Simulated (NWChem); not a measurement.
System: C$_{2}$H$_{4}$ClNSi; SMILES N#CC[SiH2]Cl

NWChem input:

```
start job
memory heap 200 mb stack 900 mb global 1100 mb
geometry units angstroms noautoz
  N     -1.070831    -2.622566    -0.309050
  C     -0.229016    -1.939808     0.098501
  C      0.818738    -1.062124     0.578802
  Si     0.875789     0.615879    -0.306440
  Cl    -0.844340     1.666537     0.122357
  H      0.691310    -0.884646     1.659671
  H      1.800254    -1.548914     0.442697
  H      2.048456     1.364407     0.221978
  H      0.977926     0.415569    -1.775090
end
basis spherical
  * library def2-svp
end
dft
  xc xpbe96 cpbe96
  iterations 150
  mulliken
end
task dft energy
```

Parts of the log:

```
             Northwest Computational Chemistry Package (NWChem) 7.3.0
             --------------------------------------------------------

 C1  symmetry detected

                             Geometry "geometry" -> ""
                             -------------------------

 Output coordinates in angstroms (scale by  1.889725989 to convert to a.u.)

  No.       Tag          Charge          X              Y              Z
 ---- ---------------- ---------- -------------- -------------- --------------
    1 N                    7.0000    -1.05836259    -2.62268790    -0.31048515
    2 C                    6.0000    -0.21924604    -1.93822265     0.09975813
    3 C                    6.0000     0.82530835    -1.05851187     0.58330932
    4 Si                  14.0000     0.88738859     0.61627901    -0.30765861
    5 Cl                  17.0000    -0.83561373     1.66801631     0.10671385
    6 H                    1.0000     0.69118002    -0.87714254     1.66272068
    7 H                    1.0000     1.80776671    -1.54552398     0.45502250
    8 H                    1.0000     2.05658975     1.36704375     0.22524719
    9 H                    1.0000     0.99862085     0.41066184    -1.77491382

 Effective nuclear repulsion energy (a.u.)     246.0115266636

  pbe96 is a nonlocal functional; adding pw91lda local functional.

                                 NWChem DFT Module
                                 -----------------

 Summary of "ao basis" -> "ao basis" (spherical)
 ------------------------------------------------------------------------------
       Tag                 Description            Shells   Functions and Types
 ---------------- ------------------------------  ------  ---------------------
 N                          def2-svp                 6       14   3s2p1d
 C                          def2-svp                 6       14   3s2p1d
 Si                         def2-svp                 8       18   4s3p1d
 Cl                         def2-svp                 8       18   4s3p1d
 H                          def2-svp                 3        5   2s1p

            General Information
            -------------------
          SCF calculation type: DFT
          Wavefunction type:  closed shell.
          No. of atoms     :     9
          No. of electrons :    54
           Alpha electrons :    27
            Beta electrons :    27
          Charge           :     0
          Spin multiplicity:     1
          Use of symmetry is: off; symmetry adaption is: off
          Maximum number of iterations: 150
          AO basis - number of functions:    98
                     number of shells:    46
          Convergence on energy requested:  1.00D-06
          Convergence on density requested:  1.00D-05
          Convergence on gradient requested:  5.00D-04

              XC Information
              --------------
          PerdewBurkeErnzerhof Exchange Functional  1.000
            Perdew 1991 LDA Correlation Functional  1.000 local
           PerdewBurkeErnz. Correlation Functional  1.000 non-local

             Grid Information
             ----------------
          Grid used for XC integration:  medium
          Radial quadrature: Mura-Knowles
          Angular quadrature: Lebedev.
          Tag              B.-S. Rad. Rad. Pts. Rad. Cut. Ang. Pts.
          ---              ---------- --------- --------- ---------
          N                   0.65       49          12.0       434
          C                   0.70       49          11.0       434
          Si                  1.10       88           9.0       590
          Cl                  1.00       88          11.0       590
          H                   0.35       45          11.0       434
          Grid pruning is: on
          Number of quadrature shells:   503
          Spatial weights used:  Erf1

      Superposition of Atomic Density Guess
      -------------------------------------

 Sum of atomic energies:        -879.55298222

      Non-variational initial energy
      ------------------------------

 Total energy =    -881.655767
 1-e energy   =   -1701.353140
 2-e energy   =     573.685846
 HOMO         =      -0.358677
 LUMO         =       0.052114

     ---------------------------------------------
      Total Density - Mulliken Population Analysis
     ---------------------------------------------

    Atom       Charge   Shell Charges
 -----------   ------   -------------------------------------------------------
    1 N    7     7.58   1.99  1.13  0.56  2.41  1.47  0.03
    2 C    6     5.68   1.99  0.98  0.24  1.64  0.77  0.06
    3 C    6     6.35   1.99  0.95  0.19  2.02  1.18  0.02
    4 Si  14    13.14   2.00  1.99  0.97  0.21  5.93  0.99  0.86  0.18
    5 Cl  17    17.41   2.00  1.99  1.22  0.72  5.94  2.16  3.36  0.01
    6 H    1     0.84   0.63  0.18  0.02
    7 H    1     0.83   0.63  0.18  0.03
    8 H    1     1.08   0.70  0.37  0.01
    9 H    1     1.08   0.70  0.37  0.01

   convergence    iter        energy       DeltaE   RMS-Dens  Diis-err
 ---------------- ----- ----------------- --------- --------- ---------
 d= 0,ls=0.0,diis     1   -882.1271821214 -1.13D+03  2.50D-02  9.60D-01
 d= 0,ls=0.0,diis     2   -881.4594179093  6.68D-01  1.93D-02  5.96D+00
 d= 0,ls=0.0,diis     3   -882.2340876051 -7.75D-01  3.76D-03  1.55D-01
 d= 0,ls=0.0,diis     4   -882.2462341837 -1.21D-02  2.24D-03  3.36D-02
 d= 0,ls=0.0,diis     5   -882.2512960743 -5.06D-03  4.69D-04  2.33D-03
  Resetting Diis
 d= 0,ls=0.0,diis     6   -882.2515763071 -2.80D-04  1.25D-04  1.49D-04
 d= 0,ls=0.0,diis     7   -882.2515937982 -1.75D-05  7.99D-05  1.76D-05
 d= 0,ls=0.0,diis     8   -882.2515906961  3.10D-06  4.81D-05  4.15D-05
 d= 0,ls=0.0,diis     9   -882.2515962037 -5.51D-06  4.96D-06  1.82D-07
 d= 0,ls=0.0,diis    10   -882.2515962189 -1.52D-08  1.63D-06  7.08D-08

         Total DFT energy =     -882.251596218863
      One electron energy =    -1704.117398451981
           Coulomb energy =      643.683869029247
    Exchange-Corr. energy =      -67.829593459778
 Nuclear repulsion energy =      246.011526663649

 Numeric. integr. density =       53.999995944243

                       DFT Final Molecular Orbital Analysis
                       ------------------------------------

 Vector   25  Occ=2.000000D+00  E=-2.959380D-01
              MO Center= -4.8D-01, -2.1D+00, -1.7D-02, r^2= 2.0D+00
   Bfn.  Coefficient  Atom+Function         Bfn.  Coefficient  Atom+Function
  ----- ------------  ---------------      ----- ------------  ---------------
     4      0.299899  1 N  px                 6     -0.290896  1 N  pz
    20      0.267682  2 C  pz                18     -0.229656  2 C  px
     7     -0.165929  1 N  px                 9      0.162517  1 N  pz
    23      0.161144  2 C  pz                19      0.151710  2 C  py
     5     -0.144961  1 N  py                79     -0.145418  6 H  s

 Vector   26  Occ=2.000000D+00  E=-2.859348D-01
              MO Center= -2.4D-01,  1.3D+00, -9.2D-02, r^2= 3.0D+00
   Bfn.  Coefficient  Atom+Function         Bfn.  Coefficient  Atom+Function
  ----- ------------  ---------------      ----- ------------  ---------------
    73      0.439239  5 Cl pz                70      0.327376  5 Cl pz
    71      0.256644  5 Cl px                72      0.238047  5 Cl py
    89     -0.194588  8 H  s                 68      0.192099  5 Cl px
    67      0.190335  5 Cl pz                94      0.183250  9 H  s
    69      0.177360  5 Cl py                90     -0.175892  8 H  s

 Vector   27  Occ=2.000000D+00  E=-2.760836D-01
              MO Center= -2.3D-01, -7.3D-01,  1.4D-04, r^2= 4.9D+00
   Bfn.  Coefficient  Atom+Function         Bfn.  Coefficient  Atom+Function
  ----- ------------  ---------------      ----- ------------  ---------------
    72      0.264351  5 Cl py                 6     -0.232550  1 N  pz
     5      0.225541  1 N  py                33      0.217118  3 C  py
    73     -0.202687  5 Cl pz                69      0.191424  5 Cl py
    19     -0.185004  2 C  py                36      0.156481  3 C  py
    31      0.154960  3 C  s                 20      0.147548  2 C  pz

 Vector   28  Occ=0.000000D+00  E=-2.822872D-02
              MO Center=  8.1D-01,  5.7D-01, -3.6D-01, r^2= 3.8D+00
   Bfn.  Coefficient  Atom+Function         Bfn.  Coefficient  Atom+Function
  ----- ------------  ---------------      ----- ------------  ---------------
    53      0.841591  4 Si px                54     -0.747620  4 Si py
    64      0.515170  5 Cl s                 31     -0.482763  3 C  s
    71      0.467298  5 Cl px                45     -0.278411  4 Si s
    50      0.250532  4 Si px                72     -0.220915  5 Cl py
    51     -0.207440  4 Si py                63      0.187036  5 Cl s

 Vector   29  Occ=0.000000D+00  E=-1.426595D-02
              MO Center=  1.4D-01, -1.2D+00,  8.0D-02, r^2= 4.9D+00
   Bfn.  Coefficient  Atom+Function         Bfn.  Coefficient  Atom+Function
  ----- ------------  ---------------      ----- ------------  ---------------
    45      0.575753  4 Si s                 90     -0.506410  8 H  s
    55      0.481766  4 Si pz                85     -0.478974  7 H  s
     8      0.342946  1 N  py                22     -0.309673  2 C  py
     5     -0.301395  1 N  py                46      0.299392  4 Si s
    19     -0.275878  2 C  py                80     -0.255753  6 H  s

 Vector   30  Occ=0.000000D+00  E=-1.060866D-02
              MO Center=  3.5D-02, -1.4D+00,  1.9D-01, r^2= 4.5D+00
   Bfn.  Coefficient  Atom+Function         Bfn.  Coefficient  Atom+Function
  ----- ------------  ---------------      ----- ------------  ---------------
    80     -0.772950  6 H  s                 31      0.755931  3 C  s
    55     -0.348806  4 Si pz                54      0.346690  4 Si py
     9     -0.335080  1 N  pz                90     -0.325941  8 H  s
    95     -0.326366  9 H  s                 23      0.314950  2 C  pz
     6      0.305313  1 N  pz                20      0.297446  2 C  pz

     ---------------------------------------------
      Total Density - Mulliken Population Analysis
     ---------------------------------------------

    Atom       Charge   Shell Charges
 -----------   ------   -------------------------------------------------------
    1 N    7     6.95   1.99  1.10  0.47  2.22  1.14  0.03
    2 C    6     6.23   1.98  0.95  0.20  2.05  0.99  0.05
    3 C    6     6.21   1.98  0.92  0.10  2.16  1.03  0.02
    4 Si  14    13.53   2.00  1.98  1.10  0.13  5.92  1.28  0.86  0.25
    5 Cl  17    17.21   2.00  1.98  1.28  0.69  5.93  2.16  3.15  0.02
    6 H    1     0.90   0.72  0.16  0.02
    7 H    1     0.90   0.72  0.16  0.02
    8 H    1     1.04   0.73  0.30  0.01
    9 H    1     1.03   0.73  0.29  0.01

     -------------------------------------------
      Total Density - Lowdin Population Analysis
     -------------------------------------------

    Atom       Charge   Shell Charges
 -----------   ------   -------------------------------------------------------
    1 N    7     7.07   1.98  0.86  0.59  2.08  1.50  0.05
    2 C    6     6.06   1.97  0.64  0.31  1.88  1.16  0.11
    3 C    6     6.24   1.96  0.59  0.32  1.94  1.35  0.07
    4 Si  14    13.59   2.00  1.93  0.70  0.34  5.81  1.30  1.12  0.40
    5 Cl  17    17.04   2.00  1.96  1.06  0.79  5.82  2.26  3.13  0.02
    6 H    1     0.93   0.61  0.24  0.07
    7 H    1     0.93   0.61  0.24  0.07
    8 H    1     1.08   0.64  0.41  0.03
    9 H    1     1.07   0.64  0.41  0.03

     Multipole analysis of the density
     ---------------------------------

     L   x y z        total         alpha         beta         nuclear
     -   - - -        -----         -----         ----         -------
     0   0 0 0     -0.000000    -27.000000    -27.000000     54.000000

     1   1 0 0      1.370574      0.685287      0.685287      0.000000
     1   0 1 0      0.609837      0.304919      0.304919      0.000000
     1   0 0 1      0.418266      0.209133      0.209133      0.000000

     2   2 0 0    -32.574227    -94.999380    -94.999380    157.424532
     2   1 1 0     -4.112938     -2.986948     -2.986948      1.860958
     2   1 0 1     -0.373604     -0.868815     -0.868815      1.364025
     2   0 2 0    -39.113554   -261.003175   -261.003175    482.892797
     2   0 1 1     -1.994489      1.459148      1.459148     -4.912785
     2   0 0 2    -31.589267    -34.484698    -34.484698     37.380129
```

Level: PBE/def2-SVP. The geometry was optimised at PBE0/def2-SVP.
